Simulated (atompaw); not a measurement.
# Before and after: PAW (atompaw) potential for niobium (Nb)

- Element: niobium
- Generator: atompaw 4.2.0.5
- Type: PAW
- Functional: PBE
- Relativity: scalar-relativistic
- Frozen core: [Ar] 3d10
- Valence charge: 13
- Reference configuration: 4s2 4p6 4d4 5s0 5p0 (charge +1)
- Partial waves: 4s (bound); 5s (bound, empty); 4p (bound); 5p (bound, empty); 4d (bound); 4d channel at 0.55 Ry
- Local potential: troulliermartins scheme with l = 3 at 0 Ry, radius 1.70 bohr
- Core correction: smooth core density matched at 1.85 bohr
- Augmentation charge: sinc compensation charge, radius 1.95 bohr; PAW radius 2.60 bohr; waves and projectors: bloechl

Change: all radii scaled by about 1.08 (s 2.26, p 2.38, d 2.80 bohr); local potential troulliermartins scheme with l = 3 at 0 Ry, radius 1.84 bohr; augmentation sinc compensation charge, radius 2.10 bohr; PAW radius 2.80 bohr; waves and projectors: bloechl; core correction smooth core density matched at 2.00 bohr.

Cutoffs: the cutoffs (Ry, on a coarse ladder) from which the occupation-weighted sum of valence levels, in a spherical-Bessel basis at the reference potential, stays within 10 and 1 mRy of its value at 400 Ry; they do not see the model core or the augmentation charge, which bear on the density cutoff.

Question: What does the change do?

Answer: The potential gets softer (90 Ry and 110 Ry → 70 Ry and 100 Ry); neither file shows a bound ghost. A larger radius leaves more room for a smooth pseudo-wave, so fewer plane waves are needed.

| quantity | base | changed |
| --- | --- | --- |
| cutoff, loose | 90 Ry | 70 Ry |
| cutoff, tight | 110 Ry | 100 Ry |
| loose cutoff by channel (10 mRy a level) | s 70 Ry, p 45 Ry, d 50 Ry | s 50 Ry, p 40 Ry, d 40 Ry |
| bound ghosts | none | none |
| lowest overlap eigenvalue by channel | s 0.09, p 0.31, d 0.64 | s 0.11, p 0.34, d 0.69 |

 The cutoffs see the waves, projectors and local potential, not the compensation charge or the core.
